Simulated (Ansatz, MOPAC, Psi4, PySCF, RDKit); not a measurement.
Noncovalent pair: CH4 (SMILES C) (first 5 atoms) with C2H6O (SMILES COC); geometry from B3LYP-D3(BJ)/def2-TZVP, rigid monomers moved along the line of their centres of mass till H5···O7 is 3.58 Å.
(charge 0, multiplicity 1):
```json
[
 {"atom": "C", "x (Å)": "0.1001", "y (Å)": "0.0483", "z (Å)": "-0.3766"},
 {"atom": "H", "x (Å)": "1.1471", "y (Å)": "0.2851", "z (Å)": "-0.5645"},
 {"atom": "H", "x (Å)": "-0.5087", "y (Å)": "0.4342", "z (Å)": "-1.1935"},
 {"atom": "H", "x (Å)": "-0.0194", "y (Å)": "-1.0335", "z (Å)": "-0.3196"},
 {"atom": "H", "x (Å)": "-0.2139", "y (Å)": "0.5011", "z (Å)": "0.5626"},
 {"atom": "C", "x (Å)": "1.0591", "y (Å)": "0.2146", "z (Å)": "4.2872"},
 {"atom": "O", "x (Å)": "-0.3258", "y (Å)": "0.4398", "z (Å)": "4.1424"},
 {"atom": "C", "x (Å)": "-1.0807", "y (Å)": "-0.7442", "z (Å)": "4.2732"},
 {"atom": "H", "x (Å)": "1.4342", "y (Å)": "-0.4765", "z (Å)": "3.5212"},
 {"atom": "H", "x (Å)": "1.2950", "y (Å)": "-0.1996", "z (Å)": "5.2762"},
 {"atom": "H", "x (Å)": "1.5594", "y (Å)": "1.1751", "z (Å)": "4.1746"},
 {"atom": "H", "x (Å)": "-0.8030", "y (Å)": "-1.4824", "z (Å)": "3.5097"},
 {"atom": "H", "x (Å)": "-2.1291", "y (Å)": "-0.4787", "z (Å)": "4.1462"},
 {"atom": "H", "x (Å)": "-0.9428", "y (Å)": "-1.1987", "z (Å)": "5.2632"}
]
```

```tsv
level	interaction energy (kcal/mol)
MMFF94	-0.33
PM3	-0.09
PM6	-0.14
HF/3-21G (no counterpoise)	-0.26
HF/6-31G*	-0.08
HF/6-31G* (no counterpoise)	-0.25
HF/aug-cc-pVDZ	-0.09
PBE-D3(BJ)/def2-TZVPPD	-0.67
PBE-D4/def2-TZVPPD	-0.67
r2SCAN-D3(BJ)/def2-TZVPPD	-0.51
B3LYP/3-21G (no counterpoise)	-0.24
B3LYP/def2-TZVPPD	0.01
B3LYP-D4/def2-TZVPPD	-0.47
M06-2X/6-31G* (no counterpoise)	-0.61
wB97X-V/def2-TZVPPD	-0.53
MP2/6-31G*	-0.28
MP2/6-31G* (no counterpoise)	-0.53
SCS-MP2/aug-cc-pVDZ	-0.39
CCSD(T)/aug-cc-pVDZ	-0.49
SAPT0/jun-cc-pV(D+d)Z	-0.37
```

The rows run from -0.67 (PBE-D4/def2-TZVPPD) to 0.01 kcal/mol (B3LYP/def2-TZVPPD). The dispersion term adds -0.48 in B3LYP-D4.

Interaction energies are E(AB) − E(A) − E(B) at the monomers' geometry in the complex; basis-set methods are counterpoise corrected. Rows marked so take none.

Correlated levels freeze the cores. Rows in 3-21G, 6-31G* carry no dispersion term and start afresh at each structure (6-31G* with six Cartesian d functions). MP2/6-31G* freezes PySCF's default core. The state that PM3, PM6 reach isn't checked.

The values were computed with Ansatz (Gaussian basis) for Hartree–Fock, density functionals and correlated methods; MOPAC for PM3, PM6 (differences of heats of formation); Psi4 for SAPT; PySCF for 3-21G rows, 6-31G* rows, the dispersion terms; RDKit for the force fields. Values without a source in brackets are computed.

Ansatz is an electronic-structure program.
